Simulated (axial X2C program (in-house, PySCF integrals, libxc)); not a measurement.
# What spin–orbit coupling does to MnI

All values were computed with an in-house all-electron X2C program for linear molecules (integrals from PySCF). Spin-free means the one-electron spin-free X2C Hamiltonian; two-component (2c) means X2C with spin–orbit coupling and atomic mean-field two-electron Coulomb and Gaunt terms, so the difference of the two also holds small scalar two-electron terms. Basis: I dyall-cv3z [11s12p8d4f1g], Mn dyall-cv3z [9s10p6d3f2g] (cores contracted in-house); Gaussian nuclei, density fitting, unrestricted open shells. Masses: I 126.904 u, Mn 54.938 u.

Spin-free state: M_S = 3, Λ = 0 (beyond evenly filled blocks: 2 × σα, π+α, π-α, δ+α, δ-α); fragments I + Mn.

```
  level  Re (Å)  ωe (cm⁻¹)  De (eV)  μ (D)
   PBE0   2.593      235.2    2.770   2.96
     HF   2.684      224.3    2.281   3.99
    MP2   2.618      236.4    2.608    n/a
   CCSD   2.621      235.0    2.311    n/a
CCSD(T)   2.618      235.0    2.326    n/a
   BP86   2.579      231.0    2.818   2.22
```

Correlated methods: 14 electrons correlated (number of frozen shells: I 4 s, 3 p, 2 d; Mn 3 s, 2 p), 310 virtual spin orbitals or spinors in MP2, 89 natural virtuals in coupled cluster.

Dipoles are positive if Mn is the positive end.

Two-component determinant lowest at the distance of the search:

Ω = 3 (⟨Sz⟩ = 3.00, ⟨Lz⟩ = 0.00 at HF); fragments I + Mn.

```tsv
level	Re (Å)	ωe (cm⁻¹)	De (eV)	μ (D)
PBE0	2.597	233.6	2.508	2.93
HF	2.687	223.2	1.978	3.96
MP2	2.621	235.2	2.329	n/a
CCSD	2.624	233.6	2.023	n/a
CCSD(T)	2.621	233.6	2.042	n/a
BP86	2.583	228.9	2.544	2.18
```

(1) From the two tables, how do the constants change at the CCSD(T) level (2c against spin-free)?

One determinant describes the state; a PBE0 search over occupations chose it and may have missed a lower one. De is counted from the lowest determinant-based energies of the atoms at the same level, without counterpoise correction. Density functionals use the spin component along the axis (collinear). Coupled cluster ran in a truncated set of natural virtual spinors; the MP2 energy of the rest was added. (T) has no such correction and the atoms are truncated less, which lowers De at CCSD(T) by a hundredth of an eV or more. PBE0 can misorder states that lie within some tenths of an eV, so this need not be the ground state of the molecule. The nearest other spin-free determinant of the search, M_S = 2, Λ = 0, lies 0.67 eV up at the distance of the search. The functionals have no current-density term, which raises determinants with orbital currents, atoms included. With several unpaired electrons one determinant need not be a pure state. Open-shell Ω = 0 determinants with evenly filled partner blocks cannot be reached by this program, so the Ω shown need not be the lowest component.

Answers

(1) At the CCSD(T) level Re rises by 0.003 Å and ωe drops by 1.4 cm⁻¹; De changes by -0.284 eV.
